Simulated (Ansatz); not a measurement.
Reactions of BH$_{8}$NSSi$_{2}$, SMILES `BN[SiH]([SiH3])S`.

Gas-phase electronic energies from Ansatz, PBE0-D4/def2-TZVP geometries. CBS: MP2 limit from def2 TZ/QZ plus the TZ coupled-cluster correction, frozen cores. DFT in def2-TZVPP. def2 core potentials past Kr. For As, Ga, Ge, Se, Te outer-core shells are correlated without core-valence functions, which leaves a few kJ/mol of doubt a bond. Scalar relativity is left out up to krypton. One conformer a species, not always the lowest.

| reaction | ωB97X-V (eV) | PBE-D4 (eV) | MP2/CBS(def2) (eV) | r2SCAN-D4 (eV) | CCSD(T)/CBS(def2) (eV) |
| --- | --- | --- | --- | --- | --- |
| `BN[SiH]([SiH3])S` + `N[AsH2]` → `B[AsH]N` + `N[SiH]([SiH3])S` | 1.34 | 1.26 | 1.30 | 1.28 | 1.29 |
| `BN[SiH]([SiH3])S` + `N[SiH2][TeH]` → `B[Te][SiH2]N` + `N[SiH]([SiH3])S` | 0.81 | 0.69 | 0.68 | 0.72 | 0.72 |
| `BN[SiH]([SiH3])S` + `[F][GaH2]` → `[BH2][GaH][F]` + `N[SiH]([SiH3])S` | 1.64 | 1.64 | 1.67 | 1.66 | 1.61 |
| `BN[SiH]([SiH3])S` + H₂Se → `B[SeH]` + `N[SiH]([SiH3])S` | 0.56 | 0.50 | 0.50 | 0.51 | 0.52 |
| `BN[SiH]([SiH3])S` + `O[SiH3]` → `BO[SiH3]` + `N[SiH]([SiH3])S` | 0.04 | 0.11 | 0.08 | 0.06 | 0.06 |
| `BN[SiH]([SiH3])S` + `O[SiH2][GeH2][F]` → `BO[SiH2][GeH2][F]` + `N[SiH]([SiH3])S` | 0.09 | 0.17 | 0.12 | 0.13 | 0.11 |

Largest T1 diagnostic: 0.014, for `[F][GaH2]`.
